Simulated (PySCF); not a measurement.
Level of theory: TPSSh-D3(BJ)/def2-TZVP // B3LYP-D3(BJ)/def2-SVP (PySCF 2.14.0). All species are isolated molecules in the gas phase. One relaxed conformer stands for a flexible species; it need not be the lowest. Delta-SCF ions had no search for a lower state. Excitations are Tamm–Dancoff values on a coarser integration grid. The basis has no diffuse functions, so Rydberg states are missing or too high.

Reference species (SMILES): `CO[Si](OC)(OC)OC` (neutral, multiplicity 1).

```yaml
S1–T1 gap (TDA): 0.20 eV
vertical ionisation energy (Delta-SCF): 9.36 eV
T1 excitation (TDA): 7.31 eV
S1 oscillator strength: 0.001
```

Changed species: `[Si](OC)(OC)(OC)CC` (1 of 4 OCH3 replaced by C2H5; the reference has 0 of 4 OCH3 replaced by C2H5).

Problem. Give the shifts of the S1–T1 gap (TDA), vertical ionisation energy (Delta-SCF), T1 excitation (TDA) and S1 oscillator strength.

Solution. the S1–T1 gap (TDA) falls by 0.03 eV, to 0.17 eV; the vertical ionisation energy (Delta-SCF) falls by 0.17 eV, to 9.19 eV; the T1 excitation (TDA) falls by 0.11 eV, to 7.20 eV; the S1 oscillator strength is nearly the same.
